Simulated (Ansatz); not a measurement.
Basis-set extrapolation for C2H6BFSSi, SMILES `FC1([SiH2]S)BC1` (PBE0-D4/def2-TZVP geometry, frozen core, the Gaussian-basis code of Ansatz). Multiplicity 1, RHF reference.

|  | def2-TZVPP | def2-QZVPP |
| --- | --- | --- |
| HF | -889.872820 | -889.901891 |
| MP2 correlation | -0.967863 | -1.044734 |
| CCSD(T) correlation | -1.066771 | not run |

Energies in hartree. Use E(X) = E(∞) + A·exp(−7.88·√X) for Hartree–Fock and E(X) = E(∞) + B·X^(−2.97) for correlation, with X = 3 and 4, and add CCSD(T) minus MP2 of the smaller set to the MP2 limit.

What is the CCSD(T) energy at the basis-set limit?

HF limit: -889.901891 + (-0.029071) × 0.13774 = -889.90590. MP2 limit: -1.044734 + (-0.076871) × 0.74074 = -1.10168. Higher-order term: -1.066771 − (-0.967863) = -0.09891. Total: -891.10649 hartree, 438.2 kJ/mol below CCSD(T)/def2-TZVPP.
